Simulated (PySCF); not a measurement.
These 2 structures share the formula C5H11NO. Method: PySCF, PBE0-D3(BJ)/def2-SVP geometry optimisation, gas phase. One conformer each; no zero-point energy, no entropy. No frequencies were run at this level. Point groups hold within 0.08 Å.

Question: Rank from lowest to highest electronic energy at this level (kJ/mol).
A. `[CH3:1][CH2:2][CH2:3][CH2:4][C:5]([NH2:6])=[O:7]` with C1–C2–C3–C4 180°, C2–C3–C4–C5 179°, C3–C4–C5–N6 177°, C4–C5–N6–H 0° and 179°
B. `[CH3:1][CH2:2][CH2:3][NH:4][C:5]([CH3:6])=[O:7]` with C1–C2–C3–N4 61°, C2–C3–N4–C5 -111°, C3–N4–C5–C6 178°

Answer: A (0.0), B (8.7).

Neighbours under 10 kJ/mol apart (CCCCC(N)=O and CCCNC(C)=O) can change places with a better method, another conformer or zero-point energy.

```json
{"SMILES": "CCCCC(N)=O", "E (Eh)": "-326.55224", "E rel (kJ/mol)": "0.0", "dipole (D)": "3.62", "point group": "near Cs", "A, B, C (MHz)": "7824, 1061, 956.2"}
{"SMILES": "CCCNC(C)=O", "E (Eh)": "-326.54892", "E rel (kJ/mol)": "8.7", "dipole (D)": "3.59", "point group": "C1", "A, B, C (MHz)": "4639, 1491, 1442"}
```

Q: How do the relative energies change in single points at HF/pcSseg-1 (no added dispersion term) on the same geometries?

A: 
```json
{"SMILES": "CCCCC(N)=O", "PBE0-D3(BJ)/def2-SVP (kJ/mol)": "0.0", "HF/pcSseg-1 (kJ/mol)": "0.0", "shift": "0.0"}
{"SMILES": "CCCNC(C)=O", "PBE0-D3(BJ)/def2-SVP (kJ/mol)": "8.7", "HF/pcSseg-1 (kJ/mol)": "12.5", "shift": "+3.8"}
```

Each column counts from its own lowest isomer. The order is unchanged; the largest shift is 3.8 kJ/mol.
